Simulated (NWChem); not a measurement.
Basis-set convergence for HClPbS

```xyz
4

Pb    -0.2325     0.4272     0.0000
Cl    -1.1244    -1.8926     0.0000
S      2.2219    -0.2441     0.0000
H      2.6313     1.0464     0.0000
```
Charge 0, spin multiplicity 1.

Everything below was run with NWChem. Structure: optimised with PBE0/def2-SVP with def2 effective core potentials on Pb, a minimum by its harmonic frequencies. It is one conformer; others weren't searched.

Quantity: dipole moment at the level PBE.

Effective core potentials replace the inner electrons of Pb; spin-orbit coupling is left out. The structure started from a generated list of species.

The cost column gives rough processor time relative to def2-SVP; each entry includes its own SCF.

```tsv
basis	functions	dipole moment (D)	relative cost
def2-SVP	67	___	1
def2-SVPD	94	___	under 3
def2-TZVP	130	___	3
def2-TZVPP	148	4.41	4
def2-TZVPD	157	4.40	5
def2-QZVP	252	4.39	70
```

### Question
Some entries are withheld; supply them.

### Answer

- def2-SVP, dipole moment (D): 4.25
- def2-SVPD, dipole moment (D): 4.49
- def2-TZVP, dipole moment (D): 4.44
